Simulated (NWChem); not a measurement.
# C2H3I; SMILES IC=C

Computed with NWChem. def2 effective core potentials on I; no spin-orbit coupling. Each level has its own optimisation; frequencies are unscaled. Brackets give each atom's bonded neighbours.

For level PBE/def2-SVP (core potentials):

```
Property                           Value
---------------------------------  -----
r C–C (Å)                          1.339
highest harmonic frequency (cm⁻¹)   3177
lowest (cm⁻¹)                        301
zero-point energy (kcal/mol)        25.2
```

**Question.** Estimate the same quantities for level Hartree-Fock/STO-3G (all-electron, non-relativistic).

**Answer.** 
- r C–C (Å) = 1.309
- highest harmonic frequency (cm⁻¹) = 3801
- lowest (cm⁻¹) = 366
- zero-point energy (kcal/mol) = 30.9
